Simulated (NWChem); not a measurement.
# InI3; SMILES [I][In]([I])[I]

```xyz
4

In     0.0000     0.0000     0.0000
I      0.6881    -2.5678     0.0000
I     -2.5678     0.6881     0.0000
I      1.8798     1.8798     0.0000
```
Atoms are numbered in this order, from 1.

Computed with NWChem. Medium grid unless said otherwise, to which SCAN and Minnesota functionals are sensitive. The geometry was optimised at PBE0/def2-SVP. def2 effective core potentials on In, I; no spin-orbit coupling. Total energies of different functionals are on different scales.

```json
[
 {"level": "B3LYP/def2-SVP", "energy (Ha)": "-1083.7447", "highest occupied level (eV)": "-7.48", "orbital gap (eV)": "4.13"},
 {"level": "PBE/def2-SVP", "energy (Ha)": "-1083.3612", "highest occupied level (eV)": "-6.62", "orbital gap (eV)": "2.78"},
 {"level": "MN15/def2-SVP", "energy (Ha)": "-1080.8107", "highest occupied level (eV)": "-8.25", "orbital gap (eV)": "5.45"},
 {"level": "r2SCAN/def2-SVP", "energy (Ha)": "-1083.8197", "highest occupied level (eV)": "-6.98", "orbital gap (eV)": "3.19"},
 {"level": "revPBE/def2-SVP", "energy (Ha)": "-1083.5659", "highest occupied level (eV)": "-6.57", "orbital gap (eV)": "…"},
 {"level": "TPSS/def2-SVP", "energy (Ha)": "-1082.9867", "highest occupied level (eV)": "-6.75", "orbital gap (eV)": "2.96"},
 {"level": "B97-2/def2-SVP", "energy (Ha)": "-1084.5368", "highest occupied level (eV)": "-7.53", "orbital gap (eV)": "4.31"}
]
```

Task: What belongs in the gaps?

Result: 
- revPBE/def2-SVP, orbital gap (eV): 2.82
